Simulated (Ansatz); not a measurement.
Basis-set series for GaH4NS2 (`[NH2][Ga]([SH])[SH]`). Total charge 0; spin multiplicity 1. The structure was optimised at the PBE0-D4/def2-TZVP level. It is one conformer, not always the lowest.

```json
{"functional": "PBE0-D4", "basis": "def2-TZVPP", "functions": "219", "energy (Eh)": "-2777.96369", "HOMO (eV)": "-7.35", "LUMO (eV)": "-0.43"}
{"functional": "PBE0-D4", "basis": "def2-QZVPP", "functions": "406", "energy (Eh)": "-2778.03506", "HOMO (eV)": "-7.41", "LUMO (eV)": "-0.64"}
{"functional": "ωB97M-V", "basis": "def2-TZVPP", "functions": "219", "energy (Eh)": "-2778.37918", "HOMO (eV)": "-9.65", "LUMO (eV)": "1.32"}
{"functional": "ωB97M-V", "basis": "def2-QZVPP", "functions": "406", "energy (Eh)": "-2778.44792", "HOMO (eV)": "-9.70", "LUMO (eV)": "0.85"}
```

Give the rows for def2-SVP. (Best estimate.)

The calculation gave: 
```json
{"functional": "PBE0-D4", "basis": "def2-SVP", "functions": "102", "energy (Eh)": "-2777.36932", "HOMO (eV)": "-7.12", "LUMO (eV)": "-0.11"}
{"functional": "ωB97M-V", "basis": "def2-SVP", "functions": "102", "energy (Eh)": "-2777.78557", "HOMO (eV)": "-9.39", "LUMO (eV)": "1.71"}
```

Positive LUMOs are unbound and depend on the basis. Scalar relativity is left out up to krypton.

Computed with Ansatz.
